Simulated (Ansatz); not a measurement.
Calculated with Ansatz (gas phase, PBE0-D4/def2-TZVP geometries, no zero-point term in ΔE). CCSD(T)/CBS is the MP2 limit (def2-TZVPP, def2-QZVPP) plus CCSD(T) − MP2 in def2-TZVPP, frozen cores. This one scheme is used for every species. DFT in def2-TZVPP. B3LYP here is the variant with VWN-RPA as its local correlation; programs differ in this. Elements past krypton have def2 core potentials. For Sn outer-core shells are correlated without core-valence functions, which leaves a few kJ/mol of doubt a bond. Each species was taken in one conformer, which may not be the lowest.

`F[SiH2][CH](F)[SnH3]` + H₂ → `FC[SiH2]F` + `[SnH4]`  (hydrogenolysis of a C–Sn bond)

```
             level  ΔE (kJ/mol)  difference from CCSD(T)/CBS
            PBE-D4        -41.2                         -2.2
           PBE0-D4        -49.0                        -10.0
          B3LYP-D4        -46.2                         -7.2
           ωB97M-V        -47.8                         -8.8
               PBE        -49.3                        -10.3
            r2SCAN        -46.8                         -7.8
CCSD(T)/def2-TZVPP        -46.7                         -7.7
SCS-MP2/def2-QZVPP        -42.8                         -3.8
     MP2/CBS(def2)        -32.2                          6.8
    CCSD/CBS(def2)        -45.7                         -6.7
       CCSD(T)/CBS        -39.0                            0
```

Largest T1 diagnostic among the species: 0.013.

In def2-TZVPP, CCSD(T) changes the Hartree–Fock value by +34.0 kJ/mol (the triples alone add +6.6 kJ/mol) and MP2 by +40.8 kJ/mol. The D4 term adds +13.2 kJ/mol with B3LYP and +7.3 kJ/mol with PBE0; it sums over pairs of atoms, weighted by their polarisabilities, and B3LYP, whose exchange is more repulsive, gets the larger term.
